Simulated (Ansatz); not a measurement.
A structure relaxed at PBE0-D4/def2-TZVP, charge 0, multiplicity 1:

Cartesian coordinates in Å:
```
C -2.133 -2.658 1.399
C -2.301 -1.223 1.887
C -3.457 -0.563 1.143
C -3.149 -0.555 -0.351
C -2.984 -1.989 -0.845
C -1.829 -2.645 -0.095
C -0.543 -1.860 -0.350
C -0.662 -0.402 0.131
C 0.662 0.402 -0.131
C 1.857 -0.216 0.618
C 3.146 0.564 0.363
C 2.976 2.002 0.843
C 1.824 2.649 0.082
C 2.136 2.649 -1.411
C 2.309 1.210 -1.885
C 3.462 0.559 -1.129
C 1.022 0.427 -1.627
C 0.537 1.864 0.334
C -1.013 -0.442 1.629
C -1.860 0.226 -0.604
H -1.319 -3.148 1.945
H -3.044 -3.234 1.596
H -2.507 -1.221 2.963
H -4.390 -1.104 1.335
H -3.600 0.463 1.502
H -3.969 -0.071 -0.894
H -2.785 -1.995 -1.923
H -3.909 -2.554 -0.686
H -1.694 -3.671 -0.453
H 0.285 -2.360 0.161
H -0.320 -1.886 -1.421
H 2.003 -1.254 0.304
H 1.661 -0.231 1.693
H 3.963 0.086 0.915
H 2.771 2.017 1.920
H 3.901 2.567 0.684
H 1.685 3.678 0.429
H 1.324 3.133 -1.965
H 3.048 3.225 -1.608
H 2.520 1.199 -2.960
H 3.608 -0.469 -1.479
H 4.395 1.100 -1.321
H 0.210 0.880 -2.203
H 1.149 -0.593 -2.002
H -0.286 2.358 -0.190
H 0.303 1.902 1.402
H -0.200 -0.906 2.195
H -1.131 0.575 2.016
H -2.004 1.259 -0.275
H -1.669 0.256 -1.680
```

Q: Give its formula and SMILES.

A: C20H30, `C1[C@H]2C[C@H]3C[C@@H]1C[C@@]([C@]14C[C@H]5C[C@H](C[C@H](C5)C1)C4)(C2)C3`.

Q: Point group (tolerance 0.08 Å, 0.16 Å for H)?

A: D3d.

Q: Summarise the bond lengths by kind.

A: 25 × C–C 1.525 to 1.570 Å; 30 × C–H 1.094 to 1.096 Å.

All numbers were calculated with Ansatz.
